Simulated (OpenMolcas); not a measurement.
An OpenMolcas run meant for Ba (ANO-R3, X2C; inactive shells 1s 2s 2p 3s 3p 3d 4s 4p 4d 5s 5p; intended active space 2 electrons in 4 orbitals (6s 6p)). One step of its input:

```
&CASPT2
Multistate=1 1
Frozen=14 9
IPEA=0.25
Shift=3.0
MaxIter=60
WThr=0.0 0.3 0.05
PrWF=0.5
NoMix
```

The run finished. Its levels beside those of a sound run (SS-CASPT2, IPEA 0.25 Eh, imaginary shift 0.1 Eh (closed shells correlated: 5s 5p)), in cm⁻¹ above each run's lowest level:

```
     Level  This run  Usual run
   6s² ¹S₀       0.0        0.0
6s 6p ³P°₀     16698      17438
6s 6p ³P°₁     17256      17996
6s 6p ³P°₂     18372      19112
```

Question: Which setting is unsound, and how much does it matter here?

Answer: The level shift is far above the usual 0.1 to 0.3 hartree and damps the second-order energy. Against the sound run the excited levels shown move by 740 cm-1 on average and by 740 cm-1 at most.

Some high roots are left out of the spin-orbit mixing, which shifts the levels that they would mix with. The ANO-R sets hold no well-fitted valence p shell for this element, so s → p excitations can come out far too high. Levels of configurations outside the active space are missing.

° marks odd parity.
